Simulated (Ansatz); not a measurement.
Mulliken charges of `O[SiH](Cl)O[Si](F)(F)Cl` from PBE/def2-TZVPP in Ansatz (PBE0-D4/def2-TZVP geometry).

```csv
atom,x (Å),y (Å),z (Å),charge (e)
O1,-2.354,0.272,-0.451,-0.313
Si2,-1.079,0.741,0.434,0.547
Cl3,-1.279,-0.161,2.241,-0.196
O4,0.319,0.267,-0.263,-0.231
Si5,1.576,-0.718,-0.350,0.724
F6,1.109,-2.176,-0.705,-0.241
F7,2.507,-0.226,-1.516,-0.240
Cl8,2.625,-0.762,1.363,-0.172
H9,-2.422,0.564,-1.362,0.194
H10,-1.002,2.199,0.609,-0.070
```

Problem. By hand: the dipole of these point charges (1 e Å = 4.8032 D).

Solution. Σ q r = (-0.256, 0.435, -0.261) e Å, of length 0.568 e Å = 2.73 D.

Problem. How does the dipole of the full density compare? (Best estimate.)

Solution. The calculation gave: (-0.179, 0.331, -0.232) e Å, 2.12 D; the point charges give 1.29 times that, at 5° from its direction.

Point charges leave out the atoms' own dipoles, such as those of lone pairs, and Mulliken's split depends on the basis, so the two needn't agree.
